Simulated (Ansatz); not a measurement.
`[AlH2][SiH]([SiH3])Cl` + `O[SiH3]` → `[AlH2][SiH]([SiH3])O[SiH3]` + HCl at 500 K and 1 bar (ligand exchange at the Si–Cl bond).

Isolated molecules relaxed with PBE0-D4/def2-TZVP in Ansatz; ΔE leaves out vibrations. CCSD(T)/CBS is the MP2 limit (def2-TZVPP, def2-QZVPP) plus CCSD(T) − MP2 in def2-TZVPP, frozen cores. This one scheme is used for every species. Each species was taken in one conformer, which may not be the lowest.

```json
{"species": "`[AlH2][SiH]([SiH3])Cl`", "CCSD(T)/CBS energy (Eh)": "-1283.57831", "H − E (kJ/mol)": "182.9", "S (J/(mol·K))": "468.2"}
{"species": "`O[SiH3]`", "CCSD(T)/CBS energy (Eh)": "-366.69042", "H − E (kJ/mol)": "127.5", "S (J/(mol·K))": "292.9"}
{"species": "`[AlH2][SiH]([SiH3])O[SiH3]`", "CCSD(T)/CBS energy (Eh)": "-1189.88644", "H − E (kJ/mol)": "273.4", "S (J/(mol·K))": "558.2"}
{"species": "HCl", "CCSD(T)/CBS energy (Eh)": "-460.38127", "H − E (kJ/mol)": "32.5", "S (J/(mol·K))": "201.9"}
```

H − E and S are ideal-gas, rigid-rotor, harmonic terms from PBE0-D4/def2-TZVP, for one conformer and one mirror image of each species. 1 Eh = 2625.50 kJ/mol, R = 8.31446 J/(mol·K).

By hand: ΔE, ΔH, ΔS and ΔG.

ΔE = (-1189.88644) + (-460.38127) − (-1283.57831) − (-366.69042) = 0.00102 Eh = 2.7 kJ/mol. Δ(H − E) = 273.4 + 32.5 − 182.9 − 127.5 = -4.5, so ΔH = -1.8 kJ/mol. ΔS = 558.2 + 201.9 − 468.2 − 292.9 = -1.0 J/(mol·K). ΔG = -1.8 − 500 × (-1.0)/1000 = -1.3 kJ/mol.

By hand: the equilibrium constant, and the temperature at which ΔG would vanish if ΔH and ΔS stayed fixed.

log₁₀ K = −ΔG/(RT ln 10) = 0.1. ΔG = 0 at ΔH/ΔS = 1800 K, though so small a ΔH makes that figure unsure.

The number of gas molecules stays the same, so ΔS is small and ΔH decides. The sign of ΔG lies within the doubt. A doubt of 5 kJ/mol in ΔE shifts log₁₀ K by 0.5 here. Other conformers and mirror images would add mixing entropy, several J/(mol·K) or more a flexible species. Modes under 60 cm⁻¹, often nearly free rotors, make the harmonic entropy too high. These are equilibria of isolated gas molecules and say nothing of rates. Largest T1 diagnostic: 0.013 (customary marks: 0.02 for closed shells, 0.045 for open ones).
